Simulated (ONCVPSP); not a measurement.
**Before and after: ONCV potential for cerium (Ce)**

```json
{"Element": "Ce", "Generator": "ONCVPSP 4.0.1", "Type": "optimised norm-conserving Vanderbilt (ONCV)", "Functional": "PBE", "Relativity": "scalar-relativistic", "Frozen core": "[Kr] 4d10", "Valence charge": "12", "Reference configuration": "4f1 5s2 5p6 5d1 6s2", "Partial waves": "5s+6s: rc 2.30 bohr, ncon 3, nbas 7, qcut 4.7 1/bohr, 3 projectors, debl 1 Ha; 5p: rc 2.80 bohr, ncon 4, nbas 9, qcut 3.8 1/bohr, 1 projector; 5d: rc 3.10 bohr, ncon 4, nbas 9, qcut 4.9 1/bohr, 3 projectors, debl 1 Ha; 4f: rc 1.40 bohr, ncon 3, nbas 7, qcut 9.9 1/bohr, local", "Local potential": "the f channel", "Core correction": "Teter function, fcfact 6, rcfact 1.3"}
```

All-electron outer shells of the reference configuration (PBE, scalar-relativistic, ld1.x):

| shell | level (eV) | outermost node (bohr) | outermost maximum (bohr) |
| --- | --- | --- | --- |
| 4d | -110.49 | 0.31 | 0.66 |
| 5s | -40.59 | 0.75 | 1.37 |
| 5p | -23.22 | 0.81 | 1.55 |
| 4f | -5.38 | – | 0.71 |
| 6s | -3.74 | 1.82 | 3.72 |
| 5d | -3.06 | 0.92 | 2.15 |

Change: d: qcut 2.9.

Cutoffs: the cutoffs (Ha) at which the residual kinetic energy of the hardest occupied pseudo-wave falls to 1 and 0.1 mHa per electron; they do not see the model core or the augmentation charge, which bear on the density cutoff. Errors are all-electron minus pseudo energies relative to the spin-unpolarised reference configuration.

Problem. How do hardness, ghosts and transferability respond?

Solution. The potential gets neither clearly harder nor softer (49 Ha and 125 Ha → 49 Ha and 125 Ha); both files keep a bound ghost (p, s); the lowest positive-energy flag moves from d at 150.9 eV to d at 41.7 eV; of the 3 tests that both files solve, the error grows in 2 and shrinks in 0 by more than 15 % and 0.3 meV (median size 3.5 → 9.6 meV); the range in which the d phases agree narrows (upper end 4.1 → 1.5).

| quantity | base | changed |
| --- | --- | --- |
| cutoff, loose | 49 Ha | 49 Ha |
| cutoff, tight | 125 Ha | 125 Ha |
| loose cutoff by channel | s 8.1 Ha, p 5.2 Ha, d 6.3 Ha, f 49 Ha | s 8.1 Ha, p 5.2 Ha, d 8.0 Ha, f 49 Ha |
| bound ghosts | s, p | s, p |
| GHOST(+) flags under 300 eV | d at 150.9 eV | d at 41.7 eV |
| tests counted as reliable (solved cleanly; for ONCVPSP, near-neutral configurations with less than one 5d electron left out) | 3 of 4 | 3 of 4 |
| error for 4f1 5s2 5p6 5d1 6s1, meV [ΔE 6.07 eV] | -1.8 | -1.9 |
| error for 4f1 5s2 5p6 5d1 6s0, meV [ΔE 17.15 eV] | -7.0 | -9.6 |
| error for 4f1 5s2 5p6 5d0 6s0, meV [ΔE 36.33 eV] | +3.5 | +41 |
| s: phases at 2.33 bohr within 0.05 rad from the reference energy up to (Ha; the scan ends near 5) | to the end of the scan | to the end of the scan |
| p: phases at 2.84 bohr within 0.05 rad from the reference energy up to (Ha; the scan ends near 5) | 0.2 | 0.2 |
| d: phases at 3.15 bohr within 0.05 rad from the reference energy up to (Ha; the scan ends near 5) | 4.1 | 1.5 |
| f: phases at 1.42 bohr within 0.05 rad from the reference energy up to (Ha; the scan ends near 5) | 0.6 | 0.6 |
| rms error of d²Exc/dni dnj with the model core, mHa | 4.28 | 4.29 |

 A true bound ghost makes a file unfit for plane-wave use even where its test errors are small: the radial tests pick states by their node count and pass the ghost by.
